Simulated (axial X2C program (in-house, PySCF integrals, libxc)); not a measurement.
# Outer orbitals of SbCl⁻ at 2.500 Å, M06

All values were computed with an in-house all-electron X2C program for linear molecules (integrals from PySCF). Spin-free means the one-electron spin-free X2C Hamiltonian; two-component (2c) means X2C with spin–orbit coupling and atomic mean-field two-electron Coulomb and Gaunt terms, so the difference of the two also holds small scalar two-electron terms. Basis: Sb dyall-acv3z [12s13p9d5f1g], Cl dyall-av3z [9s8p3d2f] (cores contracted in-house); Gaussian nuclei, density fitting, unrestricted open shells. Masses: Sb 120.904 u, Cl 34.969 u.

The distance is close to the 2c PBE0 minimum; the highest filled and lowest empty levels are listed.

Spin-free orbitals, state M_S = 1/2, Λ = 1 (beyond evenly filled blocks: π+α, π+β, π-α) (Löwdin shares):

| symmetry | occupied | ε (eV) | atomic character |
| --- | --- | --- | --- |
| σα | yes | -31.10 | 100% Sb d |
| σβ | yes | -31.08 | 100% Sb d |
| π+α | yes | -31.01 | 100% Sb d |
| π-α | yes | -31.01 | 100% Sb d |
| π+β | yes | -30.99 | 100% Sb d |
| π-β | yes | -30.97 | 100% Sb d |
| δ-α | yes | -30.76 | 100% Sb d |
| δ+α | yes | -30.76 | 100% Sb d |
| δ+β | yes | -30.75 | 100% Sb d |
| δ-β | yes | -30.71 | 100% Sb d |
| σα | yes | -17.13 | 82% Cl s, 6% Sb d, 5% Sb p |
| σβ | yes | -17.09 | 82% Cl s, 6% Sb d, 5% Sb p |
| σα | yes | -8.87 | 70% Sb s, 22% Cl p, 4% Cl d |
| σβ | yes | -8.31 | 67% Sb s, 25% Cl p, 4% Cl d |
| σα | yes | -4.33 | 62% Cl p, 22% Sb p, 12% Sb s |
| σβ | yes | -4.11 | 59% Cl p, 21% Sb p, 16% Sb s |
| π-α | yes | -3.92 | 88% Cl p, 6% Sb p, 3% Sb f |
| π+α | yes | -3.92 | 88% Cl p, 6% Sb p, 3% Sb f |
| π+β | yes | -3.87 | 89% Cl p, 5% Sb p, 3% Sb f |
| π-β | yes | -3.78 | 89% Cl p, 4% Sb p, 3% Sb d |
| π-α | yes | -0.23 | 86% Sb p, 6% Cl p, 5% Cl d |
| π+α | yes | -0.23 | 86% Sb p, 6% Cl p, 5% Cl d |
| π+β | yes | 0.36 | 86% Sb p, 5% Cl p, 5% Cl d |
| π-β | no | 2.04 | 88% Sb p, 5% Cl p, 4% Cl d |
| σα | no | 2.17 | 88% Sb p, 6% Cl p, 3% Sb d |
| σβ | no | 2.22 | 85% Sb p, 9% Cl p, 3% Sb d |
| σα | no | 2.57 | 70% Sb s, 27% Cl p |

The highest filled level is positive, so this functional does not bind it, and the empty levels of an anion are set by the basis.

Spinors with spin–orbit coupling (state Ω = 3/2):

| ω | occupied | ε (eV) | atomic character | λ mixture |
| --- | --- | --- | --- | --- |
| 1/2 | yes | -30.46 | 100% Sb d | 56% σ, 44% π |
| -1/2 | yes | -30.46 | 100% Sb d | 57% σ, 43% π |
| 3/2 | yes | -30.36 | 100% Sb d | 72% π, 28% δ |
| -3/2 | yes | -30.34 | 100% Sb d | 74% π, 26% δ |
| 5/2 | yes | -30.18 | 100% Sb d | 100% δ |
| -5/2 | yes | -30.13 | 100% Sb d | 100% δ |
| 1/2 | yes | -17.06 | 82% Cl s, 6% Sb d, 5% Sb p | 100% σ |
| -1/2 | yes | -17.01 | 82% Cl s, 6% Sb d, 5% Sb p | 100% σ |
| 1/2 | yes | -8.78 | 70% Sb s, 22% Cl p, 4% Cl d | 100% σ |
| -1/2 | yes | -8.23 | 67% Sb s, 25% Cl p, 4% Cl d | 100% σ |
| 1/2 | yes | -4.26 | 62% Cl p, 22% Sb p, 12% Sb s | 100% σ |
| -1/2 | yes | -4.04 | 59% Cl p, 21% Sb p, 16% Sb s | 100% σ |
| -1/2 | yes | -3.90 | 87% Cl p, 6% Sb p, 3% Sb f | 100% π |
| 1/2 | yes | -3.85 | 88% Cl p, 5% Sb p, 3% Sb f | 100% π |
| 3/2 | yes | -3.81 | 88% Cl p, 6% Sb p, 3% Sb f | 100% π |
| -3/2 | yes | -3.67 | 89% Cl p, 4% Sb p, 4% Sb d | 100% π |
| -1/2 | yes | -0.36 | 85% Sb p, 6% Cl p, 4% Cl d | 99% π, 1% σ |
| 3/2 | yes | 0.01 | 86% Sb p, 6% Cl p, 5% Cl d | 100% π |
| 1/2 | yes | 0.20 | 85% Sb p, 6% Cl p, 5% Cl d | 97% π, 3% σ |
| 1/2 | no | 2.14 | 90% Sb p, 5% Cl p, 3% Sb d | 99% σ, 1% π |
| -3/2 | no | 2.17 | 88% Sb p, 5% Cl p, 4% Cl d | 100% π |
| -1/2 | no | 2.30 | 84% Sb p, 9% Cl p, 3% Sb d | 99% σ, 1% π |
| -1/2 | no | 2.56 | 98% Sb p | 99% π, 1% σ |

The highest filled level is positive, so this functional does not bind it, and the empty levels of an anion are set by the basis.

How does the gap between the highest filled and lowest empty level change from the spin-free to the 2c table?

From 1.68 to 1.94 eV at M06, a change of 0.26 eV.

Mulliken charges and populations of the two-component result (they depend on the basis, above all on diffuse functions):

Sb -0.45 e (s 10.04 p 21.35 d 20.05 f 0.01), Cl -0.55 e (s 5.92 p 11.59 d 0.04). ⟨Lz⟩ = 0.99 ħ and ⟨Sz⟩ = 0.51 ħ (0.48 and 0.04 on the two atoms), which add up to Ω.

The state is a single determinant with fixed occupations, the lowest that a limited PBE0 search found. Density functionals use the spin component along the axis (collinear). Without a current term, density functionals place determinants with orbital angular momentum somewhat too high. The highest occupied level of some functionals is positive through self-interaction error; at Hartree–Fock it is bound.
